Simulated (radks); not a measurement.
Values are calculated unless marked as measured or tabulated.
Ionisation of Ho+, [Xe] 4f11 6s1, to Ho2+, [Xe] 4f11, under several functionals. Scalar-relativistic Kohn-Sham, spin-polarised, spherical densities, point nucleus; open shells are filled with parallel spins first (spin-orbit coupling, left out, can overturn this in heavy ions); a radial shooting solver on a logarithmic mesh with Libxc functionals. Known Delta-SCF values: revPBE 11.928 eV; exchange-only PBE 11.758 eV; AM05 11.952 eV. What does SOGGA give, and what is its highest occupied eigenvalue?

Answer. 11.896 eV by Delta-SCF; the 4f eigenvalue is -8.287 eV. NIST: 11.78 eV (semi-empirical).
